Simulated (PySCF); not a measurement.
B(H)2(vinyl) (C₂H₅B), SMILES BC=C. Atoms are numbered in the order given.

```xyz
8

B     -0.2060    -1.3471     0.0000
H     -1.3991    -1.3933     0.0000
H      0.4169    -2.3638     0.0000
C      0.4841     0.0240     0.0000
C     -0.2293     1.1597     0.0000
H      1.5681     0.1114     0.0000
H      0.2286     2.1440     0.0000
H     -1.3138     1.1344     0.0000
```

Coordinates come from a B3LYP-D3(BJ)/def2-TZVP optimisation.

Calculation: B3LYP/pcJ-1 (PySCF).

Isotropic couplings with Fermi-contact, spin-dipole and both spin-orbit terms, one fixed conformer, no vibrational averaging. Isotopes: 11B, 13C, 1H.

Task: Estimate the spin–spin coupling constants. (Estimate from the structure and the level; the computed values follow.)

Result: 
```json
[
 {"pair": "B1–H2", "bonds apart": "1", "J (Hz)": "132.8"},
 {"pair": "B1–H3", "bonds apart": "1", "J (Hz)": "132.2"},
 {"pair": "B1–C4", "bonds apart": "1", "J (Hz)": "64.5"},
 {"pair": "C4–C5", "bonds apart": "1", "J (Hz)": "64.2"},
 {"pair": "C4–H6", "bonds apart": "1", "J (Hz)": "149.1"},
 {"pair": "C5–H7", "bonds apart": "1", "J (Hz)": "161.5"},
 {"pair": "C5–H8", "bonds apart": "1", "J (Hz)": "167.4"},
 {"pair": "B1–C5", "bonds apart": "2", "J (Hz)": "3.8"},
 {"pair": "B1–H6", "bonds apart": "2", "J (Hz)": "4.0"},
 {"pair": "H2–H3", "bonds apart": "2", "J (Hz)": "4.7"},
 {"pair": "H2–C4", "bonds apart": "2", "J (Hz)": "4.8"},
 {"pair": "H3–C4", "bonds apart": "2", "J (Hz)": "4.8"},
 {"pair": "C4–H7", "bonds apart": "2", "J (Hz)": "-2.4"},
 {"pair": "C4–H8", "bonds apart": "2", "J (Hz)": "1.7"},
 {"pair": "C5–H6", "bonds apart": "2", "J (Hz)": "-2.1"},
 {"pair": "H7–H8", "bonds apart": "2", "J (Hz)": "4.8"},
 {"pair": "B1–H7", "bonds apart": "3", "J (Hz)": "11.2"},
 {"pair": "B1–H8", "bonds apart": "3", "J (Hz)": "8.0"},
 {"pair": "H2–C5", "bonds apart": "3", "J (Hz)": "7.4"},
 {"pair": "H2–H6", "bonds apart": "3", "J (Hz)": "9.4"},
 {"pair": "H3–C5", "bonds apart": "3", "J (Hz)": "9.8"},
 {"pair": "H3–H6", "bonds apart": "3", "J (Hz)": "4.9"},
 {"pair": "H6–H7", "bonds apart": "3", "J (Hz)": "12.9"},
 {"pair": "H6–H8", "bonds apart": "3", "J (Hz)": "19.8"},
 {"pair": "H2–H7", "bonds apart": "4", "J (Hz)": "0.3"},
 {"pair": "H3–H7", "bonds apart": "4", "J (Hz)": "2.9"},
 {"pair": "H3–H8", "bonds apart": "4", "J (Hz)": "0.4"}
]
```
